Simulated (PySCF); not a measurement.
**Dipole response of Ge (germanium, neutral)**

[Ar] 3d10 4s2 4p2, high-spin 3P determinant. Calculation: PySCF 2.14, in x2c-TZVPPall with one added diffuse shell each of s, p, d type (7s6p5d1f, 57 functions); the spin-free X2C one-electron Hamiltonian (Gaussian nucleus). Coupled (time-dependent) response in atomic units; α is the mean over directions.

```
 method  mean α (bohr³)         α xx, yy, zz  C₆ (like pair)  S(−4)
    UHF           41.79  33.53, 45.93, 45.93           368.9  659.7
    PBE           45.60  34.70, 51.05, 51.05           399.4  936.8
   PBE0           43.36  33.70, 48.19, 48.19           378.3  791.2
r2SCAN0           42.25  33.09, 46.82, 46.82           377.9  685.2
   BLYP           46.41  34.99, 52.12, 52.12           404.9   1007
```

S(−4) is the Cauchy moment in α(ω) = α(0) + S(−4) ω² + …

Reference α: 40 ± 1 bohr³ (recommended; Schwerdtfeger and Nagle, table of static dipole polarizabilities (2023 update)). Published C₆: 354.0 (Chu and Dalgarno (2004); Tang, Norbeck and Certain (1976)).

Spin-orbit coupling is absent.

α(iu) at PBE0:

```
u (hartree)  α(iu) (bohr³)
          0          43.36
     0.0500          41.50
      0.100          37.01
      0.200          26.87
      0.300          19.25
      0.500          10.74
      0.750          6.077
       1.00          3.907
       1.50          2.039
       2.00          1.271
       3.00         0.6424
       5.00         0.2638
```

A single London oscillator, α(iu) = α/(1 + u²/ω²), gives C₆ = (3/4) ω α². Matching the computed C₆ needs ω = 4 × 378.3 / (3 × 43.36²) = 0.268 hartree.

The components differ because the open shell of this determinant is not spherical; for a pure term their mean is the scalar polarisability.
